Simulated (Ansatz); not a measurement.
Rb3⁺, 3 atoms. Hardware: 4 threads of Arm Neoverse V2 on a shared host.

In the def2 sets Rb takes a core potential; there is no spin–orbit coupling. Correlated methods freeze no core orbitals; core or outer-core shells of Rb are correlated, in sets that lack core-valence functions.

Q: How many basis functions does each of these Ansatz runs have, and roughly what does it cost? HSE06/def2-TZVP, charge 1 triplet, energy, from earlier orbitals; HF/STO-3G, charge 1 singlet, energy; B3LYP/def2-TZVP, charge 1 quintet, relaxation, 20 steps; PBE/def2-TZVP, charge 1 quintet, energy, from earlier orbitals; MP2/def2-TZVP, charge 1 triplet, energy, from earlier orbitals; B2PLYP/def2-TZVP, charge 1 singlet, energy, from earlier orbitals; B3LYP/def2-TZVP, charge 1 triplet, relaxation, 16 steps; PBE0/def2-SVP, charge 1 singlet, energy, from earlier orbitals; ωB97M-V/def2-TZVP, charge 1 quintet, energy, from earlier orbitals; CCSD(T)/def2-TZVPP, charge 1 triplet, energy, from earlier orbitals; HF/STO-3G, charge 1 triplet, energy; PBE/def2-TZVP, charge 1 triplet, energy, from earlier orbitals.

A: Other jobs shared the machine, so times can vary by a factor of up to 3. A dash marks memory too small to be measured apart from the calling script's.

| run | functions | fitting or Cholesky vectors | wall time | peak host memory (GiB) |
| --- | --- | --- | --- | --- |
| HF/STO-3G, charge 1 singlet, energy | 66 | 606 | 0.25 s | – |
| MP2/def2-TZVP, charge 1 triplet, energy, from earlier orbitals | 99 | 1026 | 0.45 s | – |
| HF/STO-3G, charge 1 triplet, energy | 66 | 605 | 0.55 s | – |
| PBE0/def2-SVP, charge 1 singlet, energy, from earlier orbitals | 72 | 810 | 0.75 s | – |
| PBE/def2-TZVP, charge 1 triplet, energy, from earlier orbitals | 99 | 972 | 1.8 s | – |
| B2PLYP/def2-TZVP, charge 1 singlet, energy, from earlier orbitals | 99 | 1026 | 1.8 s | – |
| HSE06/def2-TZVP, charge 1 triplet, energy, from earlier orbitals | 99 | 972 | 1.9 s | – |
| PBE/def2-TZVP, charge 1 quintet, energy, from earlier orbitals | 99 | 972 | 4.9 s | – |
| CCSD(T)/def2-TZVPP, charge 1 triplet, energy, from earlier orbitals | 120 | 754 | 11 s | 1 |
| ωB97M-V/def2-TZVP, charge 1 quintet, energy, from earlier orbitals | 99 | 972 | 47 s | 0.84 |
| B3LYP/def2-TZVP, charge 1 triplet, relaxation, 16 steps | 99 | 1026 | 54 s | – |
| B3LYP/def2-TZVP, charge 1 quintet, relaxation, 20 steps | 99 | 1026 | 6 min | – |
